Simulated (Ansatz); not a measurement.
`C[S][Al]([Cl])[Cl]` and `C#[C][Al]([Cl])[Cl]` differ in one atom or group.

Ansatz, PBE0-D4/def2-TZVP geometries, multiplicity 1. Each molecule was computed in one conformer, which needn't be the lowest.

```tsv
property	`C[S][Al]([Cl])[Cl]`
HOMO energy (B3LYP/def2-TZVPP) / eV	-7.34
size of the dipole moment (B3LYP/def2-TZVPP) / D	2.06
LUMO energy (ωB97M-V/def2-TZVPP) / eV	0.83
HOMO–LUMO gap (ωB97M-V/def2-TZVPP) / eV	10.59
HOMO energy (ωB97M-V/def2-TZVPP) / eV	-9.75
HOMO energy (PBE0/def2-TZVPP) / eV	-7.59
```

What does the change do to each property? (An estimate is asked.)

Ansatz gave: 
```json
{"property": "HOMO energy (B3LYP/def2-TZVPP) / eV", "`C#[C][Al]([Cl])[Cl]`": "-8.40", "shift": "-1.06"}
{"property": "size of the dipole moment (B3LYP/def2-TZVPP) / D", "`C#[C][Al]([Cl])[Cl]`": "1.81", "shift": "-0.25"}
{"property": "LUMO energy (ωB97M-V/def2-TZVPP) / eV", "`C#[C][Al]([Cl])[Cl]`": "0.14", "shift": "-0.69"}
{"property": "HOMO–LUMO gap (ωB97M-V/def2-TZVPP) / eV", "`C#[C][Al]([Cl])[Cl]`": "11.08", "shift": "0.49"}
{"property": "HOMO energy (ωB97M-V/def2-TZVPP) / eV", "`C#[C][Al]([Cl])[Cl]`": "-10.93", "shift": "-1.18"}
{"property": "HOMO energy (PBE0/def2-TZVPP) / eV", "`C#[C][Al]([Cl])[Cl]`": "-8.68", "shift": "-1.09"}
```

With PBE0 the HOMO falls by 1.09 eV and the LUMO falls by 0.79 eV, so the gap widens by about 0.30 eV. PBE moves the HOMO by -1.03 eV and ωB97M-V by -1.18 eV. The zero-point energy changes by -53.9 kJ/mol with -6 modes. Dipoles are sizes alone; their direction can turn.

B3LYP here is the variant with VWN-RPA as its local correlation; programs differ in this.
